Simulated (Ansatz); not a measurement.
Computed with Ansatz on PBE0-D4/def2-TZVP structures; ΔE is electronic, products minus reactants. CBS: MP2 limit from def2 TZ/QZ plus the TZ coupled-cluster correction, frozen cores. This one scheme is used for every species. Functionals use def2-TZVPP. One conformer a species, not always the lowest.

Reaction (substitution at a C–C bond): `C=CCCO` + `O[SiH3]` → `C=CCO[SiH3]` + CH₃OH

Q: Is it downhill or uphill in electronic energy at CCSD(T)/CBS, and by how much? (Best estimate.)

A: Computed: Uphill: ΔE = +62.1 kJ/mol.

Q: What do these levels give: r2SCAN, MP2/def2-TZVPP, SCS-MP2/def2-TZVPP, MP2/def2-QZVPP, MP2/CBS(def2), CCSD/CBS(def2)? (An estimate is asked.)

A: Computed: r2SCAN 59.9, MP2/def2-TZVPP 66.3, SCS-MP2/def2-TZVPP 59.0, MP2/def2-QZVPP 66.9, MP2/CBS(def2) 67.8, CCSD/CBS(def2) 60.5 kJ/mol.

Largest T1 diagnostic among the species: 0.011.

In def2-TZVPP, CCSD(T) changes the Hartree–Fock value by +16.7 kJ/mol (the triples alone add +1.6 kJ/mol) and MP2 by +22.4 kJ/mol.
